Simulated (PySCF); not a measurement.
C6H8B2.
Numbering: `[BH2:1][C:2]1=[CH:3][BH:4][CH:5]=[CH:6][CH:7]=[CH:8]1` (hydrogens: H9, H10 on B1; H11 on C3; H12 on B4; H13 on C5; H14 on C6; H15 on C7; H16 on C8)

Method used: TDDFT B3LYP/def2-SVPD, vertical, gas phase, core orbitals frozen in the response in PySCF 2.14.0, density-fitted response routines. Isolated species at its PBE0-D3(BJ)/def2-SVP geometry, gas phase.

**Question.** What does the calculation give for the low-lying excited states?

**Answer.** 

```tsv
state	E (eV)	λ (nm)	f	|μ| (D)	symmetry	main configurations (H = HOMO, L = LUMO)
S1	3.71	334.6	0.051	1.91	A′	H→L (88%)
S2	4.16	298.1	0.0000	0.04	–	H-1→L (98%)
S3	4.52	274.5	0.037	1.47	A′	H→L+1 (68%), H-2→L (25%)
S4	4.58	270.8	0.0003	0.12	–	H-3→L (97%)
S5	4.88	254.3	0.0001	0.05	–	H-1→L+1 (98%)
S6	5.06	245.1	0.0000	0.01	–	H-4→L (96%)
S7	5.19	239.1	0.0013	0.25	–	H-3→L+1 (96%)
S8	5.30	233.8	0.604	5.48	A′	H-2→L (69%), H→L+1 (23%)
S9	5.56	223.1	0.015	0.84	A′	H→L+2 (49%), H-2→L+1 (48%)
S10	5.85	211.8	0.0035	0.40	A″	H-5→L (91%)
```

Triplets (Tamm–Dancoff): T1 2.57 eV, H→L (77%), H→L+1 (17%); T2 3.06 eV, H→L+1 (78%), H→L (18%); T3 3.75 eV, H-1→L (94%); T4 3.87 eV, H-2→L (91%).

The lowest singlet lies at 3.71 eV (335 nm, ultraviolet) and is of moderate strength; its leading configuration is HOMO→LUMO (88%). The strongest level in the table is S8 at 5.30 eV (234 nm, f = 0.604). Löwdin shares by element: HOMO carbon 66% or more (atoms not listed hold the other 34%); LUMO carbon 36% or more, boron 33% (atoms not listed hold the other 31%). Orbital energies (eV): HOMO-3 -8.66, HOMO-2 -8.39, HOMO-1 -8.33, HOMO -7.12, LUMO -2.96, LUMO+1 -2.30, LUMO+2 -0.60. Weighted by f, the mean energy of these states is 5.15 eV. The oscillator strengths of these states sum to 0.712; summed over the whole spectrum of an exact calculation they would give the number of electrons, 54 (Thomas–Reiche–Kuhn). The vertical ionisation energy (ΔSCF) is 9.05 eV, 3.19 eV above S10. Symmetry labels in Cs follow from the direction of the transition dipole and are given only for states with f of 0.002 or more. Singlets were solved by full linear response, triplets in the Tamm–Dancoff approximation.

Hardware: one thread of an Arm Neoverse N1, shared host with 64 logical CPUs at a one-minute load of 61. Cost: 3.4 min, 1.0 GiB resident at most.
